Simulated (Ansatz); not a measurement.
Ansatz (a first-principles code) input:

Ansatz 0.2 input:
```yaml
crystal:
  periodic: [false, false, false]
  atoms:
    - {symbol: In, position_ang: [0.22968646, 0.11637452, 0.09396297]}
    - {symbol: F, position_ang: [-0.81330662, 0.94863218, -1.36336726]}
    - {symbol: F, position_ang: [-0.43720853, -1.58222678, 0.85179110]}
basis:
  gaussian:
    orbitals: def2-TZVP
hamiltonian:
  xc: b3lyp
  dispersion: d3bj
magnetization: {spin_polarized: true, initial_magnetization: 1}
phonons: {temperatures: {t_min: 298.15, t_max: 298.15, t_step: 100}}
```

Task: Which total energy does the run end on?

Result: -390.02181 Eh (B3LYP-D3(BJ)/def2-TZVP). The basis has 112 functions.

It need not be the lowest isomer of its formula.
